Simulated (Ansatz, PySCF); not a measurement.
Spin states of HOTa (SMILES [OH][Ta]), each relaxed with B3LYP-D3(BJ)/def2-TZVP.
State 1 (charge 0, multiplicity 3):
```json
[
 {"atom": "Ta", "x (Å)": "-0.9782", "y (Å)": "-0.8233", "z (Å)": "-0.8714"},
 {"atom": "O", "x (Å)": "0.1774", "y (Å)": "0.1552", "z (Å)": "0.1490"},
 {"atom": "H", "x (Å)": "0.7676", "y (Å)": "0.7155", "z (Å)": "0.6522"}
]
```
State 2 (charge 0, multiplicity 1):
```xyz
3

Ta    -0.9592    -0.7045    -0.8850
O      0.2690    -0.0551     0.3153
H      0.6570     0.8070     0.4996
```

Singlets are restricted, other states unrestricted; no spin–orbit coupling, no relativity up to Kr; see below for the cores. The largest T1 diagnostic is 0.055.

Correlated levels freeze the inner cores; with def2 sets outer-core shells near the valence are correlated too.

Codes used: Ansatz (Gaussian basis) for Hartree–Fock, density functionals and correlated methods; PySCF for the dispersion terms. Values without a source in brackets are computed. In def2 rows elements past Kr take small-core potentials, without spin–orbit coupling.

```json
[
 {"level": "BLYP-D3(BJ)/def2-TZVPP", "energy of the multiplicity-1 state less that of the multiplicity-3 state (kcal/mol)": "15.39"},
 {"level": "BLYP-D4/def2-TZVPP", "energy of the multiplicity-1 state less that of the multiplicity-3 state (kcal/mol)": "15.37"},
 {"level": "r2SCAN/def2-TZVPP", "energy of the multiplicity-1 state less that of the multiplicity-3 state (kcal/mol)": "23.54"},
 {"level": "r2SCANh/def2-TZVPP", "energy of the multiplicity-1 state less that of the multiplicity-3 state (kcal/mol)": "24.49"},
 {"level": "B3LYP/def2-TZVPP", "energy of the multiplicity-1 state less that of the multiplicity-3 state (kcal/mol)": "16.63"},
 {"level": "BHLYP/def2-TZVPP", "energy of the multiplicity-1 state less that of the multiplicity-3 state (kcal/mol)": "18.61"},
 {"level": "BHLYP-D3(BJ)/def2-TZVPP", "energy of the multiplicity-1 state less that of the multiplicity-3 state (kcal/mol)": "18.62"},
 {"level": "CAM-B3LYP/def2-TZVPP", "energy of the multiplicity-1 state less that of the multiplicity-3 state (kcal/mol)": "18.29"},
 {"level": "B2PLYP/def2-TZVPP", "energy of the multiplicity-1 state less that of the multiplicity-3 state (kcal/mol)": "[?]"}
]
```

Question: What belongs in the gaps?

Answer: 
- B2PLYP/def2-TZVPP, energy of the multiplicity-1 state less that of the multiplicity-3 state (kcal/mol): 16.28

Doubts at one or more of the structures used: a spin-contaminated determinant (r2SCAN/def2-TZVPP, r2SCANh/def2-TZVPP, BHLYP/def2-TZVPP, BHLYP-D3(BJ)/def2-TZVPP, B2PLYP/def2-TZVPP); a restricted determinant that unrestricted orbitals would lower (B2PLYP/def2-TZVPP).

Ansatz is a program for electronic structure.
